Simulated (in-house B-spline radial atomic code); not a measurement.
## LDA VWN5 excitations of Rb35+

Method: LDA VWN5. Computed with a B-spline radial code for spherical atoms: linear response of the closed shell 1s2 with the functional's adiabatic kernel; non-relativistic, point nucleus, no spin-orbit coupling, no double excitations, S, P, D and F terms only.

Without relativity these are model numbers for so heavy an element.

Command:
```bash
python run_td.py task.json out
```
Settings (radii: box in bohr, nucleus in fm):
```
Z                        37
electrons                2
configuration            1s2
hamiltonian              nr
method                   lda,vwn
box_radius               3.57
intervals                48
```

Cost of the run: 1 thread of Intel(R) Xeon(R) Platinum 8559C (Emerald Rapids), on a shared host.

The lowest states, in the order of their Tamm-Dancoff energies; the method's threshold (minus the highest occupied level) is 17739.59 eV. Labels give the largest channel, * marks a mixed state, and oscillator strengths are full-response dipole values. Semilocal kernels can invert the small singlet-triplet splittings of Rydberg terms. Energies in eV:

```tsv
state	full response	Tamm-Dancoff	oscillator strength
1s → 2s 3S	13431.44	13431.46	-
1s → 2s 1S	13472.18	13472.29	-
1s → 2p 3P	13476.64	13476.67	-
1s → 2p 1P	13507.07	13507.11	0.79
1s → 3s 3S	?	?	-
1s → 3s 1S	15859.80	15859.83	-
1s → 3p 3P	15864.21	15864.22	-
1s → 3p 1P	15872.27	15872.28	0.153
1s → 3d 1D	?	?	-
1s → 3d 3D	15879.54	15879.54	-
```

(1) Where does 1s → 3d 1D lie?

(2) Where does 1s → 3s 3S lie?

(3) How large is the singlet-triplet splitting of 1s → 2s (S terms) in Tamm-Dancoff?

(4) What polarisabilities and dispersion coefficient does the method give?

Answers

(1) At 15879.48 eV in full response, 15879.48 eV in Tamm-Dancoff.

(2) At 15849.17 eV in full response, 15849.18 eV in Tamm-Dancoff.

(3) 40.8 eV, from the unrounded values.

(4) Dipole 5.036e-06 bohr³, quadrupole 1.28e-08 bohr⁵, C6 1.084e-08 hartree·bohr⁶ for two such species.
